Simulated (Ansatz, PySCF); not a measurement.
Ways to break one bond of O[Si]([SiH3])([SiH3])[SiH3]:

A. O[Si]([SiH3])([SiH3])[SiH3] → O[Si]([SiH2])([SiH3])[SiH3] + H atom
B. O[Si]([SiH3])([SiH3])[SiH3] → [O][Si]([SiH3])([SiH3])[SiH3] + H atom
C. O[Si]([SiH3])([SiH3])[SiH3] → O[Si]([SiH3])[SiH3] + [SiH3] (SiH3)

Quantity: bond dissociation energy (enthalpy at 298 K, with B3LYP-D3(BJ) rigid-rotor harmonic-oscillator terms), kJ/mol. Each molecule is optimised on its own at B3LYP-D3(BJ)/def2-TZVP (Ansatz, a quantum-chemistry and plane-wave program), one conformer each, not searched for the lowest. Frequencies are from Ansatz or PySCF. Cores are frozen in the correlated levels unless marked. UHF or UKS for open shells. Spin-orbit coupling is left out. No relativistic terms. Basis-set limits of correlation are two-point, X^-3; Hartree-Fock from the larger set.

```tsv
	PBE0/6-31G* (Ansatz)	r2SCANh-D4/def2-TZVPD (Ansatz + dftd4)	MP2/STO-3G (Ansatz)	CCSD(T)/CBS(cc-pV(T+d)Z,cc-pV(Q+d)Z) (Ansatz)
A	348.6	348.3	454.5	(withheld)
B	423.1	431.3	432.3	(withheld)
C	288.4	277.9	387.8	(withheld)
```

Task: What belongs in the gaps?

Result: 
- A, CCSD(T)/CBS(cc-pV(T+d)Z,cc-pV(Q+d)Z) (Ansatz): 368.1
- B, CCSD(T)/CBS(cc-pV(T+d)Z,cc-pV(Q+d)Z) (Ansatz): 465.3
- C, CCSD(T)/CBS(cc-pV(T+d)Z,cc-pV(Q+d)Z) (Ansatz): 304.6
